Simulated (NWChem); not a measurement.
System: SnH$_{4}$O$_{2}$; SMILES [OH][SnH2][OH]

Here is an NWChem input.

```
start job
memory heap 200 mb stack 900 mb global 1100 mb
geometry units angstroms noautoz
  Sn     0.000000     0.000000     0.230034
  O      1.607604     0.047843    -0.932563
  O     -1.607604    -0.047843    -0.932563
  H      0.109359     1.461370     1.102539
  H     -0.109359    -1.461370     1.102539
  H      1.685368    -0.741143    -1.481219
  H     -1.685368     0.741143    -1.481219
end
basis spherical
  * library def2-svpd
end
ecp
  Sn library def2-ecp
end
dft
  xc b3lyp
  iterations 150
end
tddft
  cis
  nroots 6
  notriplet
end
task tddft energy
```

NWChem printed, in part:

```
             Northwest Computational Chemistry Package (NWChem) 7.3.0
             --------------------------------------------------------

 C2  symmetry detected

                             Geometry "geometry" -> ""
                             -------------------------

 Output coordinates in angstroms (scale by  1.889725989 to convert to a.u.)

  No.       Tag          Charge          X              Y              Z
 ---- ---------------- ---------- -------------- -------------- --------------
    1 Sn                  50.0000     0.00000000     0.00000000     0.28970069
    2 O                    8.0000     1.60774856     0.04271014    -0.87289631
    3 O                    8.0000    -1.60774856    -0.04271014    -0.87289631
    4 H                    1.0000     0.11402418     1.46101340     1.16220569
    5 H                    1.0000    -0.11402418    -1.46101340     1.16220569
    6 H                    1.0000     1.68299315    -0.74652012    -1.42155231
    7 H                    1.0000    -1.68299315     0.74652012    -1.42155231

 Effective nuclear repulsion energy (a.u.)     293.8212155429

      Symmetry information
      --------------------

 Group name             C2
 Group number              4
 Group order               2
 No. of unique centers     4

                                 NWChem DFT Module
                                 -----------------

 Summary of "ao basis" -> "ao basis" (spherical)
 ------------------------------------------------------------------------------
       Tag                 Description            Shells   Functions and Types
 ---------------- ------------------------------  ------  ---------------------
 Sn                        def2-svpd                12       32   5s4p3d
 O                         def2-svpd                 9       23   4s3p2d
 H                         def2-svpd                 4        8   2s2p

      Symmetry analysis of basis
      --------------------------

        a          57
        b          53

            General Information
            -------------------
          SCF calculation type: DFT
          Wavefunction type:  closed shell.
          No. of atoms     :     7
          No. of electrons :    42
           Alpha electrons :    21
            Beta electrons :    21
          Charge           :     0
          Spin multiplicity:     1
          Use of symmetry is: off; symmetry adaption is: on
          Maximum number of iterations: 150
          AO basis - number of functions:   110
                     number of shells:    46
          Convergence on energy requested:  1.00D-06
          Convergence on density requested:  1.00D-05
          Convergence on gradient requested:  5.00D-04

[...]

                                NWChem TDDFT Module
                                -------------------

            General Information
            -------------------
           No. of orbitals :     220
            Alpha orbitals :     110
             Beta orbitals :     110
        Alpha frozen cores :       0
         Beta frozen cores :       0
     Alpha frozen virtuals :       0
      Beta frozen virtuals :       0
         Spin multiplicity :       1
    Number of AO functions :     110
        Use of symmetry is : off
      Symmetry adaption is : on
         Schwarz screening :  0.10D-07

              XC Information
              --------------
                  B3LYP Method XC Potential
              Hartree-Fock (Exact) Exchange   0.20
                 Slater Exchange Functional   0.80 local
             Becke 1988 Exchange Functional   0.72 non-local
       Lee-Yang-Parr Correlation Functional   0.81
           VWN I RPA Correlation Functional   0.19 local

             TDDFT Information
             -----------------
          Calculation type : Tamm-Dancoff TDDFT
         Wavefunction type : Restricted singlets
          No. of electrons :      42
           Alpha electrons :      21
            Beta electrons :      21
              No. of roots :       6
          Max subspacesize :    5200
            Max iterations :     100
               Target root :       1
           Target symmetry : none
      Symmetry restriction : off
                 Algorithm : Optimal
        Davidson threshold :  0.10D-03

    6 smallest eigenvalue differences (eV)
--------------------------------------------------------
  No. Spin  Occ  Vir  Irrep   E(Occ)    E(Vir)   E(Diff)
--------------------------------------------------------
    1    1   21   22 b        -0.307    -0.036     7.381
    2    1   20   22 a        -0.314    -0.036     7.567
    3    1   21   23 a        -0.307    -0.018     7.858
    4    1   19   22 b        -0.328    -0.036     7.956
    5    1   21   24 b        -0.307    -0.013     7.995
    6    1   20   23 b        -0.314    -0.018     8.043
--------------------------------------------------------

  Entering Davidson iterations
  Restricted singlet excited states

  Iter   NTrls   NConv    DeltaV     DeltaE      Time
  ----  ------  ------  ---------  ---------  ---------
    1      6       0     0.20E+00   0.10+100       17.9
    2     12       0     0.46E-01   0.35E-01       16.5
    3     18       0     0.21E-01   0.99E-02       18.0
    4     24       0     0.83E-02   0.15E-02       13.7
    5     30       1     0.51E-01   0.26E-03       13.3
    6     35       4     0.19E-01   0.58E-02       20.0
    7     37       5     0.14E-01   0.13E-02       14.3
    8     38       5     0.52E-02   0.70E-03       12.3
    9     39       5     0.18E-02   0.89E-04       12.2
   10     40       5     0.39E-03   0.66E-05       10.7
   11     41       6     0.66E-04   0.26E-06        9.4
  ----  ------  ------  ---------  ---------  ---------
  Convergence criterion met

  Ground state a        -367.130899532422 a.u.

[...]
```

Level: B3LYP/def2-SVPD with def2 effective core potentials on Sn, TDA. All runs use the structure optimised with PBE0/def2-SVP. Not confirmed as a minimum by frequencies. def2 effective core potentials on Sn; no spin-orbit coupling.
